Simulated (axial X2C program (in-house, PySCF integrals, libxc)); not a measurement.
**Spin–orbit effects down a group: molecules with Be, HF**

All values come from calculations with an in-house relativistic program for diatomic molecules, spin-free (one-electron X2C) or two-component (2c: spin–orbit coupling with atomic mean-field Coulomb and Gaunt terms, which also bring small scalar terms), in Dyall basis sets with cores contracted in-house; open shells are unrestricted.

Basis sets: Be dyall-cv3z, Ni dyall-cv3z, Pd dyall-cv3z, Pt dyall-cv3z.

| molecule | spin-free state | Re (Å) | ωe (cm⁻¹) | De (eV) | 2c state | Re 2c (Å) | ωe 2c (cm⁻¹) | De 2c (eV) |
| --- | --- | --- | --- | --- | --- | --- | --- | --- |
| BeNi | M_S = 1, Λ = 2 | 2.249 | 338.3 | -1.17 | Ω = 3 | 2.249 | 338.0 | -1.21 |
| BePd | M_S = 0, Λ = 0 | 1.989 | 494.1 | n/a | Ω = 0 | 1.988 | 494.2 | n/a |
| BePt | M_S = 0, Λ = 0 | 1.914 | 688.1 | 0.98 | Ω = 0 | 1.913 | 692.1 | 0.63 |

Problem. Work out the shifts from the spin-free to the two-component result.

Solution. 

```tsv
molecule	2c state	ΔRe (Å)	Δωe (cm⁻¹)	ΔDe (eV)
BeNi	Ω = 3	0.000	-0.3	-0.04
BePd	Ω = 0	-0.001	0.1	n/a
BePt	Ω = 0	-0.001	4.0	-0.35
```

Shifts of one unit in the last digit are rounding.

Each entry is the lowest single determinant of a limited PBE0 search at one distance. De goes to single-determinant-based atoms at the same level (for ions the charge split of lowest energy) and is withheld (n/a) where an atom does not fit its ground term or J level. Main or longest-lived isotopes. One determinant is a doubtful description, or other states lie close, for BeNi; these need not be ground states, and all values refer to the states named. With several unpaired electrons the Ω given is that of one determinant, not necessarily of the lowest component.
